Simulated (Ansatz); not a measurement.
Born–Oppenheimer molecular dynamics of C2H4NSi (8 atoms, charge 0, multiplicity 2). It starts at the highest image of a converged band, a first-order saddle point between two minima.

Theory: UKS r2SCAN/def2-SVP in Ansatz 0.2.0.

- ensemble: NVE (velocity Verlet)
- time step: 0.5 fs
- steps asked: 200
- starting velocities drawn for: 100 K
- seed: 4910

Frames 0.5 fs apart, positions in Å, forces in eV/Å.

Velocities at 0.0 fs (Å/ps):

```
C 1.08 -0.66 -4.74
Si -0.18 -0.70 1.68
C -0.43 1.77 1.63
N -0.02 1.21 -2.34
H 1.80 -0.94 -3.27
H 8.66 7.81 -0.74
H -2.43 -0.01 16.37
H -10.37 -17.22 10.38
```

```xyz
8
Properties=species:S:1:pos:R:3:forces:R:3 time_fs=0.0 energy_less_start_eV=0.000 T=100
C -0.672 0.966 -0.316 0.00 -0.01 0.00
Si 0.006 0.061 1.228 0.00 0.00 -0.01
C 1.178 -1.085 0.293 0.01 0.00 0.00
N 1.979 -1.863 -0.152 0.00 0.00 0.00
H 0.109 1.596 -0.772 0.00 0.00 0.00
H -1.517 1.609 -0.029 0.00 0.00 0.00
H -1.014 0.254 -1.085 0.00 0.00 0.00
H 0.023 -1.596 0.777 -0.01 0.00 0.01
8
Properties=species:S:1:pos:R:3:forces:R:3 time_fs=0.5 energy_less_start_eV=0.001 T=98
C -0.671 0.965 -0.318 0.07 0.15 0.22
Si 0.006 0.061 1.228 -0.01 -0.06 -0.06
C 1.177 -1.084 0.294 0.08 -0.10 -0.04
N 1.979 -1.862 -0.153 -0.08 0.08 0.04
H 0.110 1.596 -0.774 0.01 -0.02 -0.01
H -1.513 1.613 -0.029 -0.01 -0.01 0.00
H -1.015 0.254 -1.077 -0.06 -0.13 -0.17
H 0.018 -1.604 0.782 0.01 0.09 0.02
8
Properties=species:S:1:pos:R:3:forces:R:3 time_fs=1.0 energy_less_start_eV=0.005 T=93
C -0.671 0.965 -0.321 0.14 0.30 0.43
Si 0.006 0.061 1.229 -0.02 -0.11 -0.11
C 1.177 -1.083 0.294 0.15 -0.19 -0.07
N 1.979 -1.862 -0.155 -0.16 0.15 0.09
H 0.111 1.595 -0.775 0.01 -0.04 -0.03
H -1.509 1.617 -0.029 -0.02 -0.03 -0.01
H -1.016 0.253 -1.069 -0.13 -0.26 -0.34
H 0.013 -1.613 0.787 0.02 0.17 0.03
8
Properties=species:S:1:pos:R:3:forces:R:3 time_fs=1.5 energy_less_start_eV=0.011 T=86
C -0.670 0.965 -0.323 0.19 0.43 0.61
Si 0.006 0.060 1.230 -0.03 -0.16 -0.15
C 1.177 -1.082 0.295 0.22 -0.27 -0.11
N 1.979 -1.861 -0.156 -0.23 0.22 0.13
H 0.112 1.595 -0.777 0.02 -0.06 -0.04
H -1.504 1.621 -0.030 -0.03 -0.04 -0.01
H -1.018 0.252 -1.062 -0.18 -0.37 -0.47
H 0.007 -1.621 0.793 0.03 0.24 0.05
8
Properties=species:S:1:pos:R:3:forces:R:3 time_fs=2.0 energy_less_start_eV=0.016 T=79
C -0.670 0.965 -0.325 0.23 0.52 0.75
Si 0.006 0.060 1.231 -0.04 -0.21 -0.20
C 1.177 -1.081 0.296 0.29 -0.34 -0.14
N 1.978 -1.860 -0.157 -0.30 0.29 0.16
H 0.113 1.594 -0.779 0.03 -0.07 -0.06
H -1.500 1.625 -0.030 -0.04 -0.05 -0.01
H -1.020 0.251 -1.056 -0.22 -0.44 -0.56
H 0.002 -1.628 0.798 0.04 0.31 0.06
8
Properties=species:S:1:pos:R:3:forces:R:3 time_fs=2.5 energy_less_start_eV=0.021 T=73
C -0.669 0.965 -0.327 0.25 0.56 0.84
Si 0.006 0.060 1.232 -0.05 -0.26 -0.25
C 1.177 -1.081 0.297 0.35 -0.41 -0.17
N 1.978 -1.859 -0.158 -0.36 0.34 0.20
H 0.114 1.593 -0.781 0.04 -0.09 -0.08
H -1.496 1.628 -0.030 -0.05 -0.06 -0.02
H -1.023 0.248 -1.052 -0.23 -0.47 -0.60
H -0.003 -1.635 0.804 0.04 0.38 0.08
8
Properties=species:S:1:pos:R:3:forces:R:3 time_fs=3.0 energy_less_start_eV=0.024 T=69
C -0.668 0.965 -0.329 0.25 0.55 0.87
Si 0.006 0.059 1.232 -0.06 -0.31 -0.29
C 1.177 -1.080 0.297 0.42 -0.45 -0.20
N 1.978 -1.859 -0.159 -0.41 0.39 0.23
H 0.115 1.592 -0.783 0.04 -0.10 -0.09
H -1.492 1.632 -0.031 -0.06 -0.07 -0.02
H -1.026 0.244 -1.049 -0.22 -0.44 -0.59
H -0.007 -1.641 0.809 0.04 0.43 0.09
8
Properties=species:S:1:pos:R:3:forces:R:3 time_fs=3.5 energy_less_start_eV=0.025 T=68
C -0.667 0.965 -0.330 0.22 0.48 0.85
Si 0.006 0.059 1.233 -0.07 -0.35 -0.33
C 1.177 -1.079 0.298 0.47 -0.49 -0.22
N 1.978 -1.858 -0.160 -0.45 0.42 0.25
H 0.117 1.590 -0.785 0.05 -0.12 -0.11
H -1.488 1.635 -0.032 -0.07 -0.07 -0.03
H -1.030 0.239 -1.047 -0.18 -0.36 -0.52
H -0.012 -1.645 0.816 0.03 0.48 0.11
8
Properties=species:S:1:pos:R:3:forces:R:3 time_fs=4.0 energy_less_start_eV=0.025 T=68
C -0.667 0.965 -0.332 0.17 0.37 0.78
Si 0.006 0.058 1.234 -0.08 -0.40 -0.38
C 1.177 -1.079 0.299 0.53 -0.50 -0.24
N 1.978 -1.857 -0.161 -0.48 0.45 0.27
H 0.118 1.589 -0.788 0.05 -0.13 -0.12
H -1.484 1.638 -0.032 -0.08 -0.07 -0.03
H -1.034 0.233 -1.046 -0.12 -0.24 -0.42
H -0.017 -1.649 0.822 0.01 0.52 0.14
8
Properties=species:S:1:pos:R:3:forces:R:3 time_fs=4.5 energy_less_start_eV=0.024 T=69
C -0.666 0.966 -0.333 0.11 0.23 0.69
Si 0.006 0.058 1.235 -0.09 -0.44 -0.42
C 1.177 -1.079 0.299 0.57 -0.50 -0.26
N 1.977 -1.856 -0.162 -0.49 0.46 0.28
H 0.119 1.587 -0.791 0.06 -0.14 -0.13
H -1.481 1.641 -0.033 -0.10 -0.08 -0.03
H -1.038 0.226 -1.047 -0.05 -0.09 -0.28
H -0.022 -1.651 0.828 -0.01 0.55 0.16
8
Properties=species:S:1:pos:R:3:forces:R:3 time_fs=5.0 energy_less_start_eV=0.023 T=71
C -0.665 0.966 -0.334 0.04 0.08 0.57
Si 0.005 0.057 1.235 -0.10 -0.49 -0.47
C 1.178 -1.079 0.300 0.61 -0.47 -0.26
N 1.977 -1.855 -0.163 -0.50 0.45 0.28
H 0.121 1.585 -0.794 0.06 -0.14 -0.14
H -1.478 1.644 -0.034 -0.11 -0.07 -0.04
H -1.043 0.220 -1.048 0.03 0.07 -0.13
H -0.026 -1.652 0.835 -0.04 0.58 0.19
8
Properties=species:S:1:pos:R:3:forces:R:3 time_fs=5.5 energy_less_start_eV=0.021 T=73
C -0.664 0.966 -0.335 -0.02 -0.07 0.46
Si 0.005 0.057 1.236 -0.11 -0.53 -0.51
C 1.178 -1.078 0.300 0.65 -0.43 -0.27
N 1.976 -1.854 -0.164 -0.49 0.43 0.27
H 0.123 1.582 -0.798 0.06 -0.15 -0.14
H -1.475 1.647 -0.035 -0.11 -0.07 -0.04
H -1.047 0.213 -1.050 0.11 0.23 0.01
H -0.031 -1.652 0.843 -0.07 0.59 0.22
```

Of the whole run (100 fs, mean temperature of the second half 1402 K): The conserved energy stayed within 0.4 meV per atom of its start (net change -0.18 meV per atom), so the integration is sound. The system heated up, since it started high on the potential surface and ran downhill. A run of 0.1 ps of so small a system gives no equilibrium averages.

The run took 10 min on 2 threads of Arm Neoverse V2 (shared host), peak memory 0.2 GiB.
